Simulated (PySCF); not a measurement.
From one molecule to another.

First species: SnPhH3, C6H8Sn.
SMILES: `[H][Sn]([H])([H])[c]1ccccc1`

Second species: zinc dihydride, ZnH2 (singlet state).
Numbering: `[ZnH2:1]` (hydrogens: H2, H3 on Zn1)

Levels: wB97X-D/def2-SVPD for HOMO energy, LUMO energy, HOMO–LUMO gap and static isotropic polarisability; TDDFT wB97X-D/def2-SVPD for lowest singlet excitation; TDA wB97X-D/def2-SVPD for lowest triplet excitation (Tamm–Dancoff); ΔSCF wB97X-D/def2-SVPD for vertical ionisation energy. Geometries: PBE0-D3(BJ)/def2-SVP. Each structure is a single optimised conformer of the isolated species (atoms past krypton carry core potentials, spin–orbit coupling is left out). Electronic properties by PySCF.

Values for the first species:

```
HOMO energy                              : -9.13 eV
LUMO energy                              : 1.09 eV
HOMO–LUMO gap                            : 10.22 eV
Lowest singlet excitation                : 5.41 eV
Lowest triplet excitation (Tamm–Dancoff) : 4.17 eV
Static isotropic polarisability          : 110.4 au
Vertical ionisation energy               : 9.14 eV
```

Estimate the same properties for the second species, and the change in each.

```
                                property     first    second  second less first
                             HOMO energy  -9.13 eV  -9.84 eV           -0.71 eV
                             LUMO energy   1.09 eV   0.80 eV           -0.29 eV
                           HOMO–LUMO gap  10.22 eV  10.64 eV           +0.42 eV
               lowest singlet excitation   5.41 eV   5.90 eV           +0.49 eV
lowest triplet excitation (Tamm–Dancoff)   4.17 eV   5.59 eV           +1.42 eV
         static isotropic polarisability  110.4 au   28.9 au           -81.5 au
              vertical ionisation energy   9.14 eV  10.74 eV           +1.60 eV
```

On the first: The principal polarisabilities are 77.1, 110.9 and 143.1 au; their mean is the isotropic value. The polarisability is 16.36 Å³ as a volume (1 au = 0.148185 Å³). Atoms past krypton carry effective core potentials; spin–orbit coupling is left out.

On the second: The ΔSCF ionisation energy exceeds −ε(HOMO) by 0.90 eV with wB97X-D. The polarisability is 4.28 Å³ as a volume (1 au = 0.148185 Å³), or 0.90 au for each of the 32 electrons.
